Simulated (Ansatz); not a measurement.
`[OH][Zr]([OH])([OH])[Cl]` + `C#C[SiH2][SiH2]C` → `C#[C][Zr]([OH])([OH])[Cl]` + `C[SiH2][SiH2]O`  (redistribution)

Gas-phase electronic energies from Ansatz, PBE0-D4/def2-TZVP geometries. CCSD(T)/CBS is the MP2 limit (def2-TZVPP, def2-QZVPP) plus CCSD(T) − MP2 in def2-TZVPP, frozen cores. DFT in def2-TZVPP. B3LYP here is the variant with VWN-RPA as its local correlation; programs differ in this. Elements past krypton have def2 core potentials. For Zr outer-core shells are correlated without core-valence functions, which leaves a few kJ/mol of doubt a bond. Each species was taken in one conformer, which may not be the lowest.

`[OH][Zr]([OH])([OH])[Cl]`:

```xyz
8

O    -0.740    0.706    1.522
Zr    0.104   -0.279    0.117
O    -1.150   -0.624   -1.285
O     1.595    0.704   -0.567
Cl    0.881   -2.354    0.987
H    -0.981    1.354    2.176
H    -1.927   -0.678   -1.833
H     2.217    1.171   -1.116
```

`C#C[SiH2][SiH2]C`:

Cartesian coordinates in Å:
```
C -0.070 2.711 -1.295
C 0.478 1.966 -0.520
Si 1.232 0.780 0.648
Si -0.306 -0.948 1.016
C -0.843 -1.708 -0.612
H -0.546 3.377 -1.978
H 2.488 0.264 0.040
H 1.578 1.497 1.904
H -1.478 -0.383 1.742
H 0.323 -1.973 1.896
H -1.279 -0.945 -1.260
H 0.009 -2.150 -1.133
H -1.588 -2.489 -0.448
```

`C#[C][Zr]([OH])([OH])[Cl]`:

Cartesian coordinates in Å:
```
C 0.533 -1.756 -2.029
C 0.228 -0.930 -1.192
Zr -0.348 0.576 0.293
O -1.050 -0.346 1.796
O 1.211 1.563 0.737
Cl -1.988 2.011 -0.619
H 0.799 -2.480 -2.767
H -1.312 -0.686 2.647
H 1.928 2.050 1.133
```

`C[SiH2][SiH2]O`:

Z-matrix (Å, degrees):
```
C
Si 1 1.877
H 1 1.092 2 110.6
H 1 1.092 2 110.6 3 -119.6
H 1 1.092 2 111.0 3 120.2
Si 2 2.347 1 112.0 3 62.0
H 2 1.492 1 110.5 3 -59.5
H 2 1.494 1 109.8 3 -177.5
O 6 1.658 2 112.0 1 61.2
H 6 1.494 2 109.6 1 -175.1
H 6 1.486 2 110.9 1 -55.7
H 9 0.958 6 117.0 2 61.5
```

| level | ΔE (kcal/mol) | difference from CCSD(T)/CBS |
| --- | --- | --- |
| PBE-D4 | 15.1 | 0.9 |
| r2SCAN-D4 | 14.5 | 0.3 |
| PBE0-D4 | 14.9 | 0.7 |
| B3LYP-D4 | 14.5 | 0.3 |
| ωB97X-V | 15.0 | 0.8 |
| ωB97M-V | 14.4 | 0.2 |
| B2PLYP | 13.8 | -0.4 |
| PBE | 14.8 | 0.6 |
| r2SCAN | 14.4 | 0.2 |
| PBE0 | 14.6 | 0.4 |
| B3LYP | 13.9 | -0.3 |
| HF/def2-TZVPP | 12.3 | -1.9 |
| MP2/def2-TZVPP | 13.7 | -0.5 |
| SCS-MP2/def2-TZVPP | 13.1 | -1.1 |
| CCSD/def2-TZVPP | 13.1 | -1.1 |
| CCSD(T)/def2-TZVPP | 13.0 | -1.2 |
| HF/def2-QZVPP | 12.2 | -2.0 |
| MP2/def2-QZVPP | 14.3 | 0.1 |
| SCS-MP2/def2-QZVPP | 13.7 | -0.5 |
| HF/CBS(def2) | 12.2 | -2.0 |
| MP2/CBS(def2) | 14.9 | 0.7 |
| CCSD/CBS(def2) | 14.3 | 0.1 |
| CCSD(T)/CBS | 14.2 | 0 |

Largest T1 diagnostic among the species: 0.017.
